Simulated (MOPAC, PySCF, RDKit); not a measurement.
Isomers of C2H4Si2. Gas-phase values, no solvent. Strings in code marks are SMILES.

Quantity: electronic energy of isomers of C2H4Si2 relative to `C#C[SiH]=[SiH2]`, in kJ/mol. Semi-empirical values (MOPAC) are differences of heats of formation. Force-field values (RDKit) are differences of steric energies, which aren't made for comparing isomers with other bonds.

Level 1: frozen-core MP2/6-31G* // PBE0-D4/def2-TZVP (PySCF)
Level 2: MMFF94, relaxed from the DFT geometry (RDKit)
Level 3: PM7 // PBE0-D4/def2-TZVP (MOPAC)
Level 4: UFF, relaxed from the DFT geometry (RDKit)

```
species              level 1  level 2  level 3  level 4
-------------------  -------  -------  -------  -------
`[SiH2]=C=C=[SiH2]`     67.3   -29.01   -26.68    -0.65
```
